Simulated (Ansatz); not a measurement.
Relaxation of Cl2FGeH3O (8 atoms, charge 0, multiplicity 1), to a largest force component of 0.03 eV/Å in at most 50 steps.

The calculation used Ansatz, RKS B3LYP-D4/def2-SVP.

```xyz
8
Properties=species:S:1:pos:R:3
Ge 0.160 -0.120 -0.012
H 0.032 -0.024 1.522
O 1.898 -0.260 -0.301
H 2.120 -0.510 -1.207
Cl -0.593 1.642 -1.002
Cl -0.801 -1.858 -0.854
F -2.382 0.057 1.340
H -1.759 0.122 2.021
```

Question: Where does it end, and by what steps?

Answer: It converged. After 29 steps the energy has fallen by 0.261 eV; H8 moved furthest, 1.15 Å.

```
step  energy less start (eV)  largest force component (eV/Å)  accepted
   0                  0.0000                           0.260       yes
   2                 -0.0266                           1.619        no
   4                 -0.0572                           0.298       yes
   6                 -0.0707                           0.379       yes
   8                 -0.0768                           0.126       yes
  10                 -0.0391                           1.718        no
  12                 -0.0908                           0.487       yes
  14                 -0.1068                           0.219       yes
  16                 -0.1166                           0.207       yes
  18                 -0.1495                           0.364       yes
  20                 -0.1886                           0.159       yes
  22                 -0.2058                           0.272       yes
  24                 -0.2334                           1.105       yes
  26                 -0.2407                           0.772        no
  28                 -0.2596                           0.140       yes
  29                 -0.2612                           0.026       yes
```

```xyz
8
Properties=species:S:1:pos:R:3
Ge 0.315 -0.326 0.157
H 0.461 -0.467 1.662
O 1.937 -0.213 -0.524
H 1.965 -0.207 -1.491
Cl -0.757 1.518 -0.376
Cl -0.748 -1.937 -0.802
F -2.269 -0.018 1.741
H -2.228 0.697 1.141
```

Whether the end is a true minimum wasn't checked by a vibrational analysis.

Run time: 66 s on 4 threads of Arm Neoverse V1 (shared host), peak memory 0.29 GiB.
